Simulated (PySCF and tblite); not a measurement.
Values are calculated unless marked as measured or tabulated.
C7H7NO, numbered as in [N:1]#[C:2][C@@H:3]1[CH2:4][CH2:5][CH:6]=[CH:7][C:8]1=[O:9].

Level: PBE0-D3(BJ)/pcSseg-1//GFN2-xTB, thermal terms from GFN2-xTB, symmetry numbers and mirror pairs counted. Conformers within 3 kcal/mol (GFN2-xTB free energy) were kept, 9 at most. Of two unlike H on one atom, a is the less shielded (PBE0/pcSseg-1). Codes: tblite and PySCF.

An NOE distance is ⟨r⁻⁶⟩^(−1/6) over all pairs of like atoms and, for the average, over conformers.

The 6-ring runs over atoms 3–4–5–6–7–8.

| conformer | shape | weight % |
| --- | --- | --- |
| 1 | 6-ring half-chair (ring torsions -48, 18, 2, 9, -40, 60°) | 77.7 |
| 2 | 6-ring envelope (ring torsions 52, -22, -3, -3, 33, -58°) | 22.3 |

Which H–H contacts under 3.5 Å would NOEs report (pairs on one atom left out) at 298.15 K?


```csv
pair,in 1 (Å),in 2 (Å),average (Å)
H4a ··· H5a,2.44,2.45,2.44
H6 ··· H7,2.44,2.44,2.44
H4b ··· H5b,2.44,2.46,2.45
H5b ··· H6,2.44,2.67,2.48
H3 ··· H4b,2.50,2.52,2.51
H5a ··· H6,2.63,2.43,2.57
H3 ··· H4a,2.51,3.06,2.58
H4a ··· H5b,2.56,3.06,2.63
H4b ··· H5a,3.06,2.54,2.87
H3 ··· H5b,4.31,2.60,3.26
```

Longer pairs under the limit may be missing.

Which contact betrays a minor conformer?

H3 ··· H5b: 4.31 Å in the leading conformer but 3.26 Å on average, because conformer 2 (22.3 %) brings it to 2.60 Å and r⁻⁶ weighs short distances heavily.

In a model where alignment follows shape alone (order matrix 0.0005 × (3G/tr G − 1)/2, G the second moments of the atom positions; splitting J + 2D), what are the one-bond C–H dipolar couplings D?

H3 0.6 Hz (-0.5 in conformer 1), H4a 0.2 Hz (-1.0 in conformer 1), H4b 1.6 Hz (2.2 in conformer 1), H5b 0.4 Hz (-0.7 in conformer 1), H5a 1.5 Hz (1.9 in conformer 1), H6 -1.9 Hz (-1.3 in conformer 1), H7 -1.0 Hz (-1.0 in conformer 1).
